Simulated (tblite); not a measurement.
Species: C4H9OSi (doublet state).
Structure used (GFN2-xTB), in Å, numbered top down from 1:
```xyz
15
C4H9OSi angstrom
C      3.042   -0.212    0.028
O      1.746   -0.510   -0.061
Si     0.434    0.203   -0.705
C     -1.035   -0.996   -0.817
C     -1.940    0.038   -0.120
C     -0.871    0.990    0.450
H      3.672   -0.951    0.482
H      3.438    0.624   -0.516
H      0.783    1.000   -1.882
H     -1.389   -1.296   -1.799
H     -0.918   -1.897   -0.219
H     -2.595   -0.390    0.638
H     -2.559    0.555   -0.851
H     -1.115    2.044    0.336
H     -0.697    0.806    1.509
```

Structure optimised with GFN2-xTB, isolated species. This method treats the open shell by occupation alone, without spin polarisation.

Take the most abundant isotopes and a rigid rotor. The values belong to one conformer with, in the numbering `[CH2:1][O:2][SiH:3]1[CH2:4][CH2:5][CH2:6]1`, H–C1–O2–Si3 -176° and -9°, C1–O2–Si3–C4 166°, O2–Si3–C4–C5 129°, Si3–C4–C5–C6 -15°, C4–C5–C6–Si3 15°, O2–Si3–C6–C5 -120°.

What are A, B and C (MHz)?

Ia = 68.26, Ib = 289.69, Ic = 317.52 u·Å²; 505379 MHz·u·Å²/I gives A = 7404, B = 1745, C = 1592 MHz.

Classify the top.

A near-prolate asymmetric top. Ray's parameter κ = (2B − A − C)/(A − C) = -0.947; −1 is the prolate and +1 the oblate limit.

What does the inertial defect say?

Not planar: Δ = Ic − Ia − Ib = -40.42 u·Å². For a rigid frame Δ = −2 Σ m c², so Σ m c² = 20.21 u·Å² lies off the ab plane: 9.89 from hydrogen and 10.32 from heavier atoms. The atom farthest from that plane is 1.93 Å away.

Give the other two planar moments, Paa and Pbb, and the rms extents of the mass along the axes.

Paa = Σ m a² = (Ib + Ic − Ia)/2 = 269.48 and Pbb = Σ m b² = (Ia + Ic − Ib)/2 = 48.05 u·Å². With the mass M = 101.04 u, the rms extents √(P/M) along a, b and c are 1.63, 0.69, 0.45 Å.

List the rotational levels J(Ka,Kc) to J = 3 (MHz).

Above 0(0,0):
J = 1: 1(0,1) 3336, 1(1,1) 8995, 1(1,0) 9148
J = 2: 2(0,2) 10006, 2(1,2) 15515, 2(1,1) 15974, 2(2,1) 32951, 2(2,0) 32954
J = 3: 3(0,3) 20002, 3(1,3) 25292, 3(1,2) 26210, 3(2,2) 42959, 3(2,1) 42975, 3(3,1) 71639, 3(3,0) 71639

Estimate the classical rotational partition function at 10 K, 298.15 K and 500 K.

Point group C1, symmetry number σ = 1; q = (√π/σ)·√((kT/h)³/(ABC)), k/h = 20836.6 MHz/K: 1180 at 10 K, 191000 at 298.15 K, 416000 at 500 K.

For this open shell read J as N, the rotation without spin; fine and hyperfine splittings come on top. Its GFN2-xTB frequencies are all real (lowest 64 cm⁻¹). Zero-point vibration and centrifugal distortion are left out.

All values are computed, not measured.
